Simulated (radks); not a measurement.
Q: Se, 34 electrons, occupied as [Ar] 3d10 4s2 4p4. All-electron calculation, scalar-relativistic Kohn-Sham, r2SCAN, spin-polarised, spherical densities, finite nucleus; open shells are filled with parallel spins first; meta-GGA in the generalised Kohn-Sham scheme; Fermi nuclear charge, rms radius 4.14 fm; hard spherical wall at 8 bohr. Program: a radial shooting solver on a logarithmic mesh with Libxc functionals. Some entries of the table are withheld. Estimate them.

orbital,occ.,eigenvalue (eV),<r> (bohr)
1s up,1,-12538.36,0.04409
1s down,1,-12538.20,0.04409
2s up,1,-1620.362,0.1957
2s down,1,-1620.340,0.1957
2p up,3,-1423.118,0.1711
2p down,3,-1423.009,0.1711
3s up,1,-219.1826,0.5728
3s down,1,-219.0541,0.5729
3p up,3,-156.7251,0.5889
3p down,3,-156.5722,0.5888
3d up,5,-54.1286,0.6314
3d down,5,-53.8984,0.6288
4s up,1,-18.7187,1.807
4s down,1,-16.6413,1.813
4p up,3,-7.4730,2.251
4p down,1,-5.5222,2.312
5s up,0,1.7455,4.488
5s down,0,2.1666,4.675
4d up,0,3.8611,4.052
4d down,0,4.5173,4.417
5p up,0,4.6516,(1)
5p down,0,4.7811,(2)

A: 
(1) 5p up <r> (bohr): 4.847
(2) 5p down <r> (bohr): 4.922
